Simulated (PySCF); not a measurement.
# [Eu(H2O)2]2+ at several levels of theory

Computed with PySCF 2.14.0 (density fitting, no spin-orbit coupling) at the geometry relaxed with PBE0:

```xyz
7
[Eu(H2O)2]2+ (singlet in the valence; each metal's 4f electrons, 7 of them, lie in its core potential, out of spins and levels)
Eu    0.0000    0.0000    0.0000
O     0.0000    0.0000    2.4788
H     0.5400    0.5400    3.0838
H    -0.5400   -0.5400    3.0838
O     0.0000    0.0000   -2.4788
H     0.5400   -0.5400   -3.0838
H    -0.5400    0.5400   -3.0838
```

```json
{"level": "PBE0", "basis": "Eu lcecp-0-SVP with ECP53, O def2-SVP, H def2-SVP", "state": "singlet", "HOMO (eV)": "–", "gap (eV)": "–", "charge on Eu1 (e)": "1.59", "population of f-type functions on Eu1 (polarisation alone where 4f lies in the core)": "0.01", "dipole about the centre of mass (D)": "0.00", "largest force component (eV/Å)": "0.00"}
{"level": "BP86", "basis": "the same", "state": "singlet", "HOMO (eV)": "–", "gap (eV)": "–", "charge on Eu1 (e)": "1.53", "population of f-type functions on Eu1 (polarisation alone where 4f lies in the core)": "0.01", "dipole about the centre of mass (D)": "0.00", "largest force component (eV/Å)": "0.66"}
{"level": "PBE0", "basis": "Eu lcecp-0-TZVP with ECP53, O def2-TZVP, H def2-TZVP", "state": "singlet", "HOMO (eV)": "–", "gap (eV)": "–", "charge on Eu1 (e)": "1.78", "population of f-type functions on Eu1 (polarisation alone where 4f lies in the core)": "0.02", "dipole about the centre of mass (D)": "0.00", "largest force component (eV/Å)": "0.39"}
```

In the lcecp rows the 4f levels are missing from HOMO and gap, and the state counts the valence alone.

Charges are Mulliken's, which hang on the basis. The relaxation used the grid (50, 194), these runs (75, 302) or, all-electron (x2c bases, spin-free X2C Hamiltonian), (99, 590).

Task: What does CAM-B3LYP with Eu lcecp-0-SVP with ECP53, O def2-SVP, H def2-SVP give here?

Result: state singlet, charge on Eu1 (e) 1.58, population of f-type functions on Eu1 (polarisation alone where 4f lies in the core) 0.01, dipole about the centre of mass (D) 0.00, largest force component (eV/Å) 0.13. Time: 3.4 s on 2 threads of Arm Neoverse V2, with other jobs on the host, from an already converged density.

A frequency check found unstable modes (2, the lowest at -22 cm⁻¹), so the relaxed geometry is a saddle point, or these are noise. An lcecp potential fixes the number of 4f electrons, so in runs with it no electron can move into or out of that shell.
